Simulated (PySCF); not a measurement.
PySCF job for CrCl3, SMILES [Cr]([Cl])([Cl])[Cl] (connectivity only; charge and spin as stated), neutral, multiplicity 4, B3LYP-D3(BJ)/def2-SVP. 

```python
import numpy as np
from pyscf import gto, scf, dft
from pyscf.geomopt import geometric_solver

mol = gto.M(
    atom='''
    Cr   -0.00000000   -0.00000000    0.00000000
    Cl    2.06591943    0.00000000   -0.00000000
    Cl   -1.03295971   -1.78913871   -0.00000000
    Cl   -1.03295972    1.78913871   -0.00000000
    ''',
    basis='def2-SVP',
    charge=0,
    spin=3,
    max_memory=1600,
    verbose=3,
)
mf = dft.UKS(mol, xc='b3lyp').density_fit(auxbasis='def2-universal-jkfit')
mf.disp = 'd3bj'
mf.grids.level = 3
mf.conv_tol = 1e-9
mf.max_cycle = 100
mf.kernel()
fine, coarse = mf.grids, dft.Grids(mol).set(level=1).build(with_non0tab=True)
for _ in range(3):  # follow internal instabilities
    mf.grids = coarse
    mo, _, stable, _ = mf.stability(return_status=True, nroots=4)
    mf.grids = fine
    if stable:
        break
    mf.kernel(mf.make_rdm1(mo, mf.mo_occ))
grad = mf.nuc_grad_method()
grad.grid_response = mol.nao <= 150
conv, mol_eq = geometric_solver.kernel(grad, convergence_set='GAU_TIGHT', maxsteps=100)
print(mol_eq.tostring(format='xyz'))
mf.reset(mol_eq)
mf.kernel()
```

Program output:

```

WARN: HOMO -0.323096595288704 >= LUMO -0.344335589327757


WARN: HOMO 0.191952653121982 >= LUMO 0.0145208045663647

converged SCF energy = -2424.69938708172  <S^2> = 3.8126757  2S+1 = 4.0312161
<class 'pyscf.df.df_jk.DFUKS'> wavefunction is stable in the internal stability analysis
[banner and settings of the optimiser left out]
Geometry optimization cycle 1
Cartesian coordinates (Angstrom)
 Atom        New coordinates             dX        dY        dZ
  Cr   0.000000   0.000000   0.000000    0.000000  0.000000  0.000000
  Cl   2.065919   0.000000   0.000000    0.000000  0.000000  0.000000
  Cl  -1.032960  -1.789139   0.000000    0.000000  0.000000  0.000000
  Cl  -1.032960   1.789139   0.000000    0.000000  0.000000  0.000000

WARN: Mole.unit (angstrom) is changed to Bohr

converged SCF energy = -2424.69938708184  <S^2> = 3.8126722  2S+1 = 4.0312143
--------------- DFUKS_Scanner gradients ---------------
         x                y                z
0 Cr    -0.0000215750     0.0000000076     0.0000000000
1 Cl    -0.0270992403     0.0000000006    -0.0000000000
2 Cl     0.0135604049     0.0234646125    -0.0000000000
3 Cl     0.0135604104    -0.0234646207     0.0000000000
----------------------------------------------
cycle 1: E = -2424.69938708  dE = -2424.7  norm(grad) = 0.0469395
Step    0 : Gradient = 2.347e-02/2.710e-02 (rms/max) Energy = -2424.6993870818
Hessian Eigenvalues: 4.50000e-02 5.00000e-02 5.00000e-02 ... 2.80166e-01 2.80166e-01 2.80166e-01

Geometry optimization cycle 2
Cartesian coordinates (Angstrom)
 Atom        New coordinates             dX        dY        dZ
  Cr   0.000082  -0.000047  -0.000000    0.000082 -0.000047 -0.000000
  Cl   2.117187   0.000078   0.000000    0.051267  0.000078  0.000000
  Cl  -1.058688  -1.833391  -0.000000   -0.025729 -0.044252 -0.000000
  Cl  -1.058580   1.833360  -0.000000   -0.025620  0.044221 -0.000000
converged SCF energy = -2424.704290134  <S^2> = 3.8303035  2S+1 = 4.0399522
--------------- DFUKS_Scanner gradients ---------------
         x                y                z
0 Cr    -0.0000013994    -0.0000048995    -0.0000000000
1 Cl    -0.0074464953     0.0000023364    -0.0000000000
2 Cl     0.0037233586     0.0064532099    -0.0000000000
3 Cl     0.0037245361    -0.0064506468    -0.0000000000
----------------------------------------------
cycle 2: E = -2424.70429013  dE = -0.00490305  norm(grad) = 0.0129012
Step    1 : Displace = 4.433e-02/5.127e-02 (rms/max) Trust = 1.000e-01 (=) Grad = 6.451e-03/7.450e-03 (rms/max) E (change) = -2424.7042901340 (-4.903e-03) Quality = 1.247
Hessian Eigenvalues: 4.50000e-02 5.00000e-02 5.00000e-02 ... 2.50001e-01 2.80166e-01 2.80166e-01

Geometry optimization cycle 3
Cartesian coordinates (Angstrom)
 Atom        New coordinates             dX        dY        dZ
  Cr   0.000055   0.000003   0.000000   -0.000027  0.000050  0.000000
  Cl   2.136555  -0.000004   0.000000    0.019368 -0.000082  0.000000
  Cl  -1.068304  -1.850213   0.000000   -0.009615 -0.016822  0.000000
  Cl  -1.068306   1.850214   0.000000   -0.009726  0.016854  0.000000
converged SCF energy = -2424.70475606955  <S^2> = 3.8384017  2S+1 = 4.0439593
--------------- DFUKS_Scanner gradients ---------------
         x                y                z
0 Cr     0.0000108026    -0.0000012251    -0.0000000000
1 Cl    -0.0011222930    -0.0000002962     0.0000000000
2 Cl     0.0005563544     0.0009705736     0.0000000000
3 Cl     0.0005551360    -0.0009690524     0.0000000000
----------------------------------------------
cycle 3: E = -2424.70475607  dE = -0.000465936  norm(grad) = 0.00193867
Step    2 : Displace = 1.680e-02/1.946e-02 (rms/max) Trust = 1.414e-01 (+) Grad = 9.693e-04/1.122e-03 (rms/max) E (change) = -2424.7047560696 (-4.659e-04) Quality = 1.137
Hessian Eigenvalues: 4.50000e-02 5.00000e-02 5.00000e-02 ... 2.50001e-01 2.80166e-01 2.80166e-01

Geometry optimization cycle 4
Cartesian coordinates (Angstrom)
 Atom        New coordinates             dX        dY        dZ
  Cr   0.000020   0.000021   0.000000   -0.000035  0.000018  0.000000
  Cl   2.139958  -0.000031   0.000000    0.003403 -0.000028 -0.000000
  Cl  -1.069969  -1.853214   0.000000   -0.001665 -0.003001 -0.000000
  Cl  -1.070009   1.853224   0.000000   -0.001703  0.003011 -0.000000
converged SCF energy = -2424.70476749616  <S^2> = 3.8399312  2S+1 = 4.0447157
--------------- DFUKS_Scanner gradients ---------------
         x                y                z
0 Cr     0.0000024127     0.0000041427     0.0000000000
1 Cl    -0.0000568566    -0.0000011132    -0.0000000000
2 Cl     0.0000269814     0.0000511954    -0.0000000000
3 Cl     0.0000274625    -0.0000542249    -0.0000000000
----------------------------------------------
cycle 4: E = -2424.7047675  dE = -1.14266e-05  norm(grad) = 0.000101491
Step    3 : Displace = 2.972e-03/3.459e-03 (rms/max) Trust = 2.000e-01 (+) Grad = 5.075e-05/6.078e-05 (rms/max) E (change) = -2424.7047674962 (-1.143e-05) Quality = 1.050
Hessian Eigenvalues: 4.50000e-02 5.00000e-02 5.00000e-02 ... 2.50008e-01 2.80166e-01 2.80168e-01

Geometry optimization cycle 5
Cartesian coordinates (Angstrom)
 Atom        New coordinates             dX        dY        dZ
  Cr   0.000003   0.000021   0.000000   -0.000017 -0.000001 -0.000000
  Cl   2.140127  -0.000033   0.000000    0.000169 -0.000001  0.000000
  Cl  -1.070043  -1.853399   0.000000   -0.000074 -0.000185  0.000000
  Cl  -1.070087   1.853411   0.000000   -0.000078  0.000187  0.000000
converged SCF energy = -2424.7047675281  <S^2> = 3.8400125  2S+1 = 4.0447558
--------------- DFUKS_Scanner gradients ---------------
         x                y                z
0 Cr     0.0000008886     0.0000033081    -0.0000000000
1 Cl     0.0000014040    -0.0000010776     0.0000000000
2 Cl    -0.0000011763     0.0000009330     0.0000000000
3 Cl    -0.0000011163    -0.0000031634     0.0000000000
----------------------------------------------
cycle 5: E = -2424.70476753  dE = -3.19355e-08  norm(grad) = 5.32662e-06
Step    4 : Displace = 1.656e-04/2.028e-04 (rms/max) Trust = 2.828e-01 (+) Grad = 2.663e-06/3.425e-06 (rms/max) E (change) = -2424.7047675281 (-3.194e-08) Quality = 1.011
Hessian Eigenvalues: 4.50000e-02 5.00000e-02 5.00000e-02 ... 2.50499e-01 2.80155e-01 2.80215e-01

Geometry optimization cycle 6
Cartesian coordinates (Angstrom)
 Atom        New coordinates             dX        dY        dZ
  Cr  -0.000007   0.000017   0.000000   -0.000010 -0.000004  0.000000
  Cl   2.140115  -0.000029   0.000000   -0.000012  0.000004 -0.000000
  Cl  -1.070035  -1.853415   0.000000    0.000009 -0.000016 -0.000000
  Cl  -1.070074   1.853427   0.000000    0.000013  0.000016 -0.000000
converged SCF energy = -2424.70476752834  <S^2> = 3.8400175  2S+1 = 4.0447583
--------------- DFUKS_Scanner gradients ---------------
         x                y                z
0 Cr     0.0000021158     0.0000016010     0.0000000000
1 Cl     0.0000003779    -0.0000009278    -0.0000000000
2 Cl    -0.0000009122     0.0000003938    -0.0000000000
3 Cl    -0.0000015815    -0.0000010670    -0.0000000000
----------------------------------------------
cycle 6: E = -2424.70476753  dE = -2.37378e-10  norm(grad) = 3.55947e-06
Step    5 : Displace = 1.602e-05/2.070e-05 (rms/max) Trust = 3.000e-01 (+) Grad = 1.780e-06/2.653e-06 (rms/max) E (change) = -2424.7047675283 (-2.374e-10) Quality = 1.904
Hessian Eigenvalues: 4.50000e-02 5.00000e-02 5.00000e-02 ... 2.50499e-01 2.80155e-01 2.80215e-01
Converged! =D

4
XYZ from PySCF
Cr         -0.00000685        0.00001680        0.00000000
Cl          2.14011538       -0.00002866        0.00000000
Cl         -1.07003471       -1.85341546        0.00000000
Cl         -1.07007382        1.85342731        0.00000000
converged SCF energy = -2424.70476752832  <S^2> = 3.8400184  2S+1 = 4.0447588
```

Self-consistency was reached.
